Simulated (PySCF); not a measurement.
**Structure from 2D NMR**

Compound of formula C4H10OSi. Correlations simulated from computed shifts and the bond graph:

HSQC (one-bond C–H):
| δH | δC |
| --- | --- |
| 6.33 | 159.9 |
| 5.75 | 132.3 |
| 2.29 | 37.0 |
| 1.08 | 16.6 |

COSY cross peaks (H two or three bonds apart, from the bond graph; peaks can be absent where the dihedral angle is near 90°):
| δH | δH |
| --- | --- |
| 6.33 | 5.75 |
| 6.33 | 2.29 |
| 5.75 | 5.18 |
| 2.29 | 1.08 |

HMBC (two and three bonds, from the bond graph; two-bond peaks within aromatic rings are usually weak or absent):
| δH | δC |
| --- | --- |
| 6.33 | 132.3, 37.0, 16.6 |
| 5.75 | 159.9, 37.0 |
| 5.18 | 159.9, 132.3 |
| 2.29 | 159.9, 132.3, 16.6 |
| 1.08 | 159.9, 37.0 |

Rapidly exchanging positions averaged, one conformer, relativity neglected, isolated molecule. Structure optimised with GFN2-xTB; GIAO PBE0/pcSseg-1 shieldings; PySCF.

δ = σ(ref) − σ, references computed at the same level: 1H and 13C against TMS.

Exchangeable hydrogens are left out of these lists.

Question: Work out the connectivity.

Answer: SMILES CC/C=C/[SiH2]O.

Structure with atom numbers: `[CH3:1][CH2:2]/[CH:3]=[CH:4]/[SiH2:5][OH:6]` (H(Xn): hydrogen on atom n).

- δC 159.9 is C3, an alkene CH (δH 6.33).
- δC 132.3 is C4, an alkene CH (δH 5.75).
- δC 37.0 is C2, an allylic sp3 CH2 (δH 2.29).
- δC 16.6 is C1, a methyl carbon (δH 1.08).
- COSY links 6.33–5.75, 6.33–2.29, 5.75–5.18, 2.29–1.08.

The data come from this structure; uniqueness wasn't tested.

The OH or NH signal is concentration- and solvent-dependent in practice; the value given is the gas-phase one. Shifts are as computed. Against solution values, carbons near 30 ppm lie about +3 ppm off and those near 130 ppm about +5 ppm (rms about the fit 2.1 ppm; single classes can miss by 10 ppm). Of 1328 compounds with measured shifts, 309 miss one by over three times the rms of a fit or turn the order of signals round; such compounds aren't used in these exercises. Signals without a measured value on file couldn't be tested in this way; 1H shifts scatter by 0.2 ppm about their fit, and single ones miss by 0.5 ppm.
